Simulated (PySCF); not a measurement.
H₂OSTe (SMILES O[Te]S), singlet, geometry from GFN2-xTB (core potentials on Te). Base run: PBE/def2-SVP, polarisability run with PySCF.

Here is a job for PySCF.
```python
from pyscf import gto, scf, dft
from pyscf.prop import polarizability

mol = gto.M(
    atom='''
Te    0.54520299   -0.00580676    0.04251679
O    -0.15605852   -1.78592363    0.57751236
H    -0.30806479   -2.35552582   -0.17849710
S    -1.55457082    0.97661555   -0.46367796
H    -1.92088919    1.31901721    0.76637287
''',
    basis='def2-svp',
    ecp={'Te': 'def2-svp'},
    verbose=4,
)

mf = dft.RKS(mol)
mf.xc = 'pbe'
mf.kernel()
alpha = mf.Polarizability().polarizability()[2, 2]
print('alpha_zz =', alpha)
```

Each row names what was changed in the base input (with any setting that the change needs).

| change | alpha_zz (bohr³) | basis functions | core-seconds (rough) |
|---|---|---|---|
| base | 38.09 | 68 | 9 |
| finite field (a.u.) = 0.005; conv_tol = 1e-11 | 38.09 | 68 | 10 |
| finite field (a.u.) = 0.001; conv_tol = 1e-6 | 38.06 | 68 | 7 |
| functional = camb3lyp | 36.99 | 68 | 20 |
| basis = STO-3G | … | … | 5 |
| functional = lda,vwn | 37.81 | 68 | 5 |
| finite field (a.u.) = 2e-4; conv_tol = 1e-6 | 40.70 | 68 | 7 |
| finite field (a.u.) = 0.05; conv_tol = 1e-11 | 38.17 | 68 | 10 |
| finite field (a.u.) = 0.001; conv_tol = 1e-11 | 38.09 | 68 | 10 |
| basis = def2-SVPD | 59.77 | 101 | 20 |
| finite field (a.u.) = 0.02; conv_tol = 1e-11 | 38.10 | 68 | 10 |
| functional = pbe0 | 37.49 | 68 | 10 |

**Question.** Complete the blanks.

**Answer.** 
- basis = STO-3G, alpha_zz (bohr³): 12.79
- basis = STO-3G, basis functions: 43

Finite-field rows take the second difference of the energy in a field along z; a small field with loose convergence shows SCF noise divided by the square of the field, and a large one adds hyperpolarisability.
